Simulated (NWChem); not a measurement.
# BH₂SOF; SMILES OB(F)S

```xyz
6

B     -0.0047    -0.4564     0.0000
F     -1.1589    -1.1323     0.0000
O      1.1845    -1.1082     0.0000
H      1.0643    -2.0712     0.0000
S     -0.0836     1.3657     0.0000
H      1.2514     1.5577     0.0000
```
Atoms are numbered in this order, from 1.

Computed with NWChem. Coordinates come from a B3LYP/6-31G* (spherical d) optimisation. Ions are spin-unrestricted doublets at the neutral geometry; other ion states weren't tried.

What does the run give for PBE0/def2-SVP? Quantities: vertical ionisation energy, ΔSCF (eV); −ε(HOMO) (eV).


* **vertical ionisation energy, ΔSCF (eV)**: 10.31
* **−ε(HOMO) (eV)**: 7.66
